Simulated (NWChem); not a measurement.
System meant: CdHSeF; SMILES [F][Cd][SeH]

NWChem input:

```
start job
memory heap 200 mb stack 900 mb global 1100 mb
geometry units angstroms noautoz
  Cd    -0.500152     0.383531     0.001772
  F     -0.872541     2.282275    -0.004418
  Se    -0.040535    -2.006414     0.018201
  H      1.412058    -1.758554    -0.004790
end
basis spherical
  * library def2-svp
end
ecp
  Cd library def2-ecp
end
dft
  xc xpbe96 cpbe96
  iterations 4
  mulliken
end
task dft energy
```

End of the output:

```
    Atom       Charge   Shell Charges
 -----------   ------   -------------------------------------------------------
    1 Cd  20    19.73   0.01  1.02  0.93  0.63  0.31  5.64  0.70  0.39  8.64  1.46  0.00
    2 F    9     9.28   1.98  1.04  0.82  3.18  2.27  0.00
    3 Se  34    33.99   2.00  2.00  1.96  1.09  0.62  5.99  5.80  2.02  2.45  7.81  2.05  0.21
    4 H    1     0.99   0.59  0.33  0.07

 center of mass
 --------------
 x =  -0.01702103 y =  -0.00832649 z =  -0.00009773

 moments of inertia (a.u.)
 ------------------
        1527.482320422630           0.000000000000           0.000000000000
           0.000000000000           7.716656678062          -0.000000000000
           0.000000000000          -0.000000000000        1535.195305345587

     Multipole analysis of the density
     ---------------------------------

     L   x y z        total         alpha         beta         nuclear
     -   - - -        -----         -----         ----         -------
     0   0 0 0      0.000000    -32.000000    -32.000000     64.000000

     1   1 0 0      0.195375     -0.173325     -0.173325      0.542025
     1   0 1 0     -0.629689     19.184346     19.184346    -38.998381
     1   0 0 1     -0.003791     -0.034976     -0.034976      0.066161

     2   2 0 0    -30.126359    -18.845936    -18.845936      7.565514
     2   1 1 0     -1.041959      1.635488      1.635488     -4.312935
     2   1 0 1     -0.000197      0.000050      0.000050     -0.000297
     2   0 2 0    -40.462981   -334.514018   -334.514018    628.565055
     2   0 1 1     -0.020309     -0.072840     -0.072840      0.125371
     2   0 0 2    -33.234703    -16.617689    -16.617689      0.000675

 ------------------------------------------------------------------------
 dft energy failed                                                                                  0
 ------------------------------------------------------------------------
 ------------------------------------------------------------------------
  current input line :
    20: task dft energy
 ------------------------------------------------------------------------
 ------------------------------------------------------------------------
 This type of error is most commonly associated with calculations not reaching convergence criteria
 ------------------------------------------------------------------------
 For more information see the NWChem manual at https://nwchemgit.github.io

0:dft energy failed:Received an Error in Communication
```

**Question.** Can this run be used? If not, why, and what is the fix?

**Answer.** Convergence was not reached. Cause: the SCF was allowed too few iterations. This input runs:
```
start job
memory heap 200 mb stack 900 mb global 1100 mb
geometry units angstroms noautoz
  Cd    -0.500152     0.383531     0.001772
  F     -0.872541     2.282275    -0.004418
  Se    -0.040535    -2.006414     0.018201
  H      1.412058    -1.758554    -0.004790
end
basis spherical
  * library def2-svp
end
ecp
  Cd library def2-ecp
end
dft
  xc xpbe96 cpbe96
  iterations 150
  mulliken
end
task dft energy
```
It converges to -2668.94588 Ha (PBE/def2-SVP with def2 effective core potentials on Cd).
